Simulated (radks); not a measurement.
Species: Te14+. Configuration: [Kr] 4d2.

Method: scalar-relativistic Kohn-Sham, BLYP, spin-polarised, spherical densities, finite nucleus; open shells are filled with parallel spins first (spin-orbit coupling, left out, can overturn this in heavy ions); Fermi nuclear charge, rms radius 4.7423 fm; computed with a radial shooting solver on a logarithmic mesh with Libxc functionals.

Energy parts (eV):
| part | energy |
|---|---|
| total | -183010.771 |
| kinetic | 191851.782 |
| electron-nucleus | -430554.971 |
| Hartree | 60181.765 |
| exchange-correlation | -4489.347 |

Orbitals (lengths in bohr, moments of r in powers of bohr):
orbital,occ.,eigenvalue (eV),<r>,<r^4>,<1/r>
1s up,1,-31953.73,0.02781,2.871e-06,55.57
1s down,1,-31953.73,0.02781,2.871e-06,55.57
2s up,1,-5174.242,0.1198,0.0004915,12.72
2s down,1,-5173.308,0.1198,0.0004914,12.72
2p up,3,-4678.767,0.1047,0.0003545,12.19
2p down,3,-4678.044,0.1047,0.0003544,12.19
3s up,1,-1276.719,0.3209,0.02101,4.565
3s down,1,-1276.245,0.3208,0.02096,4.565
3p up,3,-1115.694,0.3186,0.02196,4.346
3p down,3,-1115.155,0.3185,0.02191,4.347
3d up,5,-873.6676,0.2942,0.01901,4.117
3d down,5,-872.8455,0.2941,0.01895,4.117
4s up,1,-448.4784,0.7187,0.4767,1.954
4s down,1,-445.1388,0.7183,0.4770,1.956
4p up,3,-394.4770,0.7511,0.5850,1.831
4p down,3,-391.1223,0.7512,0.5869,1.832
4d up,2,-313.6234,0.8011,0.8089,1.646
4d down,0,-310.3273,0.8021,0.8171,1.645

The highest occupied level is 4d up at -313.62 eV. The spin density at the nucleus is -3.913 e/bohr^3 (1s -0.160, 2s -2.235, 3s 0.129, 4s -1.646).
